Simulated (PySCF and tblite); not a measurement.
Values are calculated unless marked as measured or tabulated.
C₉H₈, numbered as in [CH:1]#[C:2][C:3]1=[CH:4][CH2:5][CH2:6][C@@H:7]1[C:8]#[CH:9].

The ensemble was built from 60 distance-geometry starts (ETKDG and KDG, MMFF94s, GFN2-xTB) and rests on GFN2-xTB geometries. Free energies are PBE0-D3(BJ)/pcSseg-1 single points with GFN2-xTB rigid-rotor and vibrational terms (modes under about 100 cm⁻¹ blended into free rotors). Symmetry numbers and mirror images are counted. Conformers within 3 kcal/mol (GFN2-xTB free energy) were kept, 10 at most. GIAO shieldings: PBE0/pcSseg-1. Shifts are against TMS (¹H), TMS (¹³C) at the same level; of two unlike H on one atom, a is the less shielded. Programs: PySCF with density fitting and tblite.

The 5-ring runs over atoms 3–4–5–6–7.

| conformer | shape | symmetry | E(GFN2) kcal/mol | E(DFT) kcal/mol |
| --- | --- | --- | --- | --- |
| 1 | 5-ring envelope (ring torsions -13, 21, -21, 14, -1°) | C1 | 0.00 | 0.00 |
| 2 | 5-ring envelope (ring torsions 12, -19, 19, -12, 0°) | C1 | 0.21 | 0.21 |

Q: How much do the weights at 298.15 K and the averaged shift of H5a depend on how the conformers are weighted?

A: 
```csv
weighting,1 (%),2 (%),δ (ppm),rms dipole (D)
"DFT energy with thermal terms, symmetry and mirror images (full scheme)",55,45,2.81,1.15
DFT energy with symmetry and mirror images,59,41,2.83,1.15
bare DFT energy,59,41,2.83,1.15
GFN2-xTB energy with symmetry and mirror images,59,41,2.83,1.15
GFN2-xTB free energy,55,45,2.81,1.15
leading conformer alone,100,0,2.98,1.11
equal weights,50,50,2.79,1.15
"full scheme, search stopped after three starts",0,100,2.61,1.19
```

The largest departure from the full scheme, 0.21 ppm, comes with: full scheme, search stopped after three starts.
